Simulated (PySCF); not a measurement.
# Exercise with solution: oscillator strength and radiative lifetime

C2H4F2Si2, SMILES F[Si@@H](C#C)[SiH2]F.

The structure is a stationary point at PBE0-D3(BJ)/def2-SVP. The structure was generated by enumeration; whether it is a known compound was not checked. Other conformers were not sampled.

PySCF with TDDFT-PBE0/def2-SVPD puts the first singlet state with f over 0.02 at 6.50 eV (vertical), with the transition dipole (-0.318, -0.126, -0.191) in atomic units.

Problem. Find the oscillator strength, the wavelength and the radiative lifetime that this transition would have in vacuum if emission retraced absorption.

Solution. 
|μ|² = 0.1535 au, so |μ| = 1.00 D. ΔE = 6.50/27.211 = 0.2389 hartree. f = (2/3) ΔE |μ|² = 0.024 (the program prints 0.024).
λ = 1239.84/6.50 = 191 nm; ν = 52426 cm⁻¹.
Einstein's coefficient A = 0.6670 ν² f s⁻¹ (ν in cm⁻¹) = 4.5e7 s⁻¹, so τ = 1/A = 22 ns. This state is S5; the lower singlets have f = 0.005, 0.009, 0.014, 0.012. The figure is the radiative limit of this one transition; relaxation, internal conversion, crossing to triplets and a medium change what is measured.
